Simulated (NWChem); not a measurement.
**Plane-wave run on Na₂S (space group Fm-3m)**

```xyz
3
Lattice="0.0000 3.2492 3.2492 3.2492 0.0000 3.2492 3.2492 3.2492 0.0000" Properties=species:S:1:pos:R:3 pbc="T T T"
Na     1.6246     1.6246     1.6246
Na     4.8737     4.8737     4.8737
S      0.0000     0.0000     0.0000
```

All runs are NWChem calculations. Origin of the cell: Materials Project cell, not relaxed here.

Norm-conserving pseudopotentials with valence charges Na 1, S 6, fixed occupations, no spin-orbit coupling, density cut at twice the wavefunction cutoff.

Level: LDA (Vosko), Troullier-Martins, cutoff 30 Ha, density from a 4×4×4 mesh. Bands run along Γ–X–U|K–Γ–L–W–X with k in units of the cell's reciprocal vectors.

### Question
What gap does the band structure show, and how wide is the group of occupied bands?

### Answer
It shows a direct gap along this path of 2.28 eV at Γ. The 4 occupied bands reach 10.1 eV below the valence-band top.
